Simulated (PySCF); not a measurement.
Br2Sn, neutral, multiplicity 1. Atoms are numbered in the order given.

```xyz
3

Sn     0.0000     0.0000     0.9555
Br     0.0000    -1.8977    -0.6825
Br     0.0000     1.8977    -0.6825
```

Geometry optimised at ωB97X-D3(BJ)/def2-SVP. The isomer is the one that the SMILES or the coordinates give; other isomers of the formula were not compared. The def2 effective core potentials stand for the cores of Sn; spin–orbit coupling is left out.

Computed with TDA-B3LYP/def2-SVPD run with PySCF 2.14.0.

Vertical excitations. Gas-phase values at a fixed geometry. State labels are in the subgroup C2v.

Computed excitation energies, oscillator strengths and character:
| state | symmetry | energy (eV) | λ (nm) | f | main pairs |
|---|---|---|---|---|---|
| S1 | B1 | 3.40 | 365 | 0.016 | HOMO→LUMO 96 % |
| S2 | A2 | 3.42 | 362 | 0.000 | HOMO−1→LUMO 100 % |
| S3 | B2 | 4.13 | 300 | 0.037 | HOMO−2→LUMO 91 % |
| S4 | B1 | 4.50 | 276 | 0.015 | HOMO−4→LUMO 97 % |
| S5 | A1 | 4.72 | 263 | 0.008 | HOMO−3→LUMO 88 % |
| S6 | A2 | 5.19 | 239 | 0.000 | HOMO−5→LUMO 99 % |
| S7 | B2 | 5.57 | 222 | 0.008 | HOMO−1→LUMO+1 60 %, HOMO→LUMO+2 37 % |
| S8 | A1 | 5.62 | 221 | 0.054 | HOMO−1→LUMO+2 52 %, HOMO→LUMO+1 45 % |
| S9 | A1 | 5.73 | 216 | 0.121 | HOMO−1→LUMO+2 46 %, HOMO→LUMO+1 39 %, HOMO−4→LUMO+1 9 % |
| S10 | A2 | 5.89 | 211 | 0.000 | HOMO−2→LUMO+1 99 % |
| T1 | B1 | 2.63 | 472 | 0 | HOMO→LUMO 97 % |
| T2 | A2 | 3.31 | 374 | 0 | HOMO−1→LUMO 100 % |
| T3 | B2 | 3.52 | 352 | 0 | HOMO−2→LUMO 99 % |
| T4 | A1 | 3.93 | 316 | 0 | HOMO−3→LUMO 99 % |
Triplets are in the Tamm–Dancoff approximation.
